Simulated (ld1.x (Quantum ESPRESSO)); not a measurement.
# An all-electron radial function and its pseudo partner (vanadium (V))

Columns: radius, all-electron u(r) and pseudo u(r) of the 4s shell (level -4.85 eV) of vanadium in the configuration [Ar] 3d3 4s2 4p0; LDA (PZ), scalar-relativistic, TM scheme, ld1.x (Quantum ESPRESSO) 7.5.

```tsv
r (bohr)	all-electron	pseudo
0.148	-0.1232	-0.0148
0.295	-0.1021	-0.0304
0.443	0.1017	-0.0479
0.590	0.2396	-0.0682
0.738	0.2677	-0.0927
0.885	0.2132	-0.1221
1.033	0.1123	-0.1580
1.180	-0.0054	-0.2004
1.328	-0.1239	-0.2499
1.475	-0.2320	-0.3046
1.623	-0.3267	-0.3628
1.770	-0.4052	-0.4202
1.918	-0.4687	-0.4735
2.065	-0.5175	-0.5185
2.213	-0.5537	-0.5538
2.360	-0.5785	-0.5785
2.508	-0.5937	-0.5937
2.655	-0.6006	-0.6006
2.802	-0.6007	-0.6007
2.950	-0.5951	-0.5951
3.098	-0.5848	-0.5848
3.245	-0.5710	-0.5710
3.393	-0.5541	-0.5541
3.540	-0.5351	-0.5351
3.688	-0.5143	-0.5143
3.835	-0.4926	-0.4926
```

Q: How many radial nodes do the two functions have?

A: The all-electron 4s function has n − l − 1 = 3 (the table is too coarse to show those close to the nucleus); the pseudo-wave has 0, since the states of the same l below it are removed with the core.

Q: At about which radius was the pseudo-wave matched?

A: 2.55 bohr. The columns agree to 0.0005 from 2.21 bohr on; several derivatives are matched, so the curves merge somewhat inside the radius.

Q: Is the pseudo-wave norm-conserving?

A: Yes: the TM scheme keeps the norm inside the radius equal to the all-electron one, which fixes the energy derivative of the logarithmic derivative at the level.
